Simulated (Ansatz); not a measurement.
`O[SiH2][TeH]` → `O[SiH]` + H₂Te at 600 K and 1 bar (silylene formation by 1,1-elimination).

Isolated molecules relaxed with PBE0-D4/def2-TZVP in Ansatz; ΔE leaves out vibrations. CCSD(T)/CBS is the MP2 limit (def2-TZVPP, def2-QZVPP) plus CCSD(T) − MP2 in def2-TZVPP, frozen cores. This one scheme is used for every species. def2 core potentials past Kr. For Te outer-core shells are correlated without core-valence functions, which leaves a few kJ/mol of doubt a bond. One conformer a species, not always the lowest.

```json
{"species": "`O[SiH2][TeH]`", "CCSD(T)/CBS energy (Eh)": "-634.44375", "H − E (kJ/mol)": "148.5", "S (J/(mol·K))": "398.1"}
{"species": "`O[SiH]`", "CCSD(T)/CBS energy (Eh)": "-365.43832", "H − E (kJ/mol)": "81.5", "S (J/(mol·K))": "278.0"}
{"species": "H₂Te", "CCSD(T)/CBS energy (Eh)": "-268.91024", "H − E (kJ/mol)": "52.9", "S (J/(mol·K))": "255.0"}
```

H − E and S are ideal-gas, rigid-rotor, harmonic terms from PBE0-D4/def2-TZVP, for one conformer and one mirror image of each species. 1 Eh = 2625.50 kJ/mol, R = 8.31446 J/(mol·K).

**Question.** By hand: ΔE, ΔH, ΔS and ΔG.

**Answer.** ΔE = (-365.43832) + (-268.91024) − (-634.44375) = 0.09519 Eh = 249.9 kJ/mol. Δ(H − E) = 81.5 + 52.9 − 148.5 = -14.1, so ΔH = 235.8 kJ/mol. ΔS = 278.0 + 255.0 − 398.1 = 134.9 J/(mol·K). ΔG = 235.8 − 600 × (134.9)/1000 = 154.9 kJ/mol.

**Question.** By hand: the equilibrium constant, and the temperature at which ΔG would vanish if ΔH and ΔS stayed fixed.

**Answer.** log₁₀ K = −ΔG/(RT ln 10) = -13.5. ΔG = 0 at ΔH/ΔS = 1748 K.

The number of gas molecules changes by +1, which sets the sign of ΔS. A doubt of 5 kJ/mol in ΔE shifts log₁₀ K by 0.4 here. Other conformers and mirror images would add mixing entropy, several J/(mol·K) or more a flexible species. These are equilibria of isolated gas molecules and say nothing of rates. Largest T1 diagnostic: 0.016 (customary marks: 0.02 for closed shells, 0.045 for open ones).
